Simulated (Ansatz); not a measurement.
The pair A = AsH3 (SMILES [AsH3]) (first 4 atoms), B = H4OSi (SMILES O[SiH3]); geometry from B3LYP-D3(BJ)/def2-TZVP.
(charge 0, multiplicity 1):
| atom | x (Å) | y (Å) | z (Å) |
|---|---|---|---|
| As | -0.0935 | 0.0596 | 0.4092 |
| H | -0.2266 | 0.0812 | -1.1131 |
| H | -0.2572 | -1.4519 | 0.4691 |
| H | 1.4249 | -0.0410 | 0.3343 |
| O | 0.8114 | -0.8251 | 3.4175 |
| Si | -0.1972 | 0.1669 | 4.2796 |
| H | 1.7548 | -0.7766 | 3.5889 |
| H | -0.0610 | -0.0754 | 5.7378 |
| H | -1.5636 | -0.1671 | 3.8371 |
| H | 0.0905 | 1.5979 | 4.0199 |

Correlated levels freeze the cores. Filled d and f shells under p-block atoms count as core. MP2 and its Hartree–Fock in def2-QZVPPD, def2-TZVPPD are density fitted.

Codes used: Ansatz (an electronic-structure program). 

The counterpoise-corrected interaction energy is E(AB) − E(A in the pair's basis) − E(B in the pair's basis). Total energies (hartree):

```tsv
level	AB	A in the pair's basis	B in the pair's basis
HF/def2-TZVPPD	-2602.1419163	-2235.9318695	-366.2110330
MP2/def2-TZVPPD	-2602.6822547	-2236.0902832	-366.5896394
HF/def2-QZVPPD	-2602.1997600	-2235.9769873	-366.2237448
MP2/def2-QZVPPD	-2602.7785852	-2236.1456796	-366.6302792
MP2/def2-SVPD	-2602.1125253	-2235.7847692	-366.3257013
CCSD(T)/def2-SVPD	-2602.1803610	-2235.8171846	-366.3612317
```

### Question
Work out the counterpoise-corrected interaction energy at the basis-set limit: extrapolate the MP2 correlation part as X⁻³, take Hartree–Fock from the larger set, and add the CCSD(T) − MP2 difference of def2-SVPD.

### Answer

1. Differences (1 hartree = 627.509 kcal/mol): HF/def2-TZVPPD 0.619; MP2/def2-TZVPPD -1.463; HF/def2-QZVPPD 0.610; MP2/def2-QZVPPD -1.648; MP2/def2-SVPD -1.289; CCSD(T)/def2-SVPD -1.220.
2. Correlation parts, MP2 less HF: -2.082 in def2-TZVPPD (X = 3), -2.258 in def2-QZVPPD (X = 4).
3. Limit (4³·(-2.258) − 3³·(-2.082))/(4³ − 3³) = -2.386; with HF/def2-QZVPPD it gives -1.776.
4. CCSD(T) less MP2 in def2-SVPD: 0.069.
Result: -1.71 kcal/mol, against -1.46 at MP2/def2-TZVPPD. It is an estimate of this method's limit, not of the exact value.
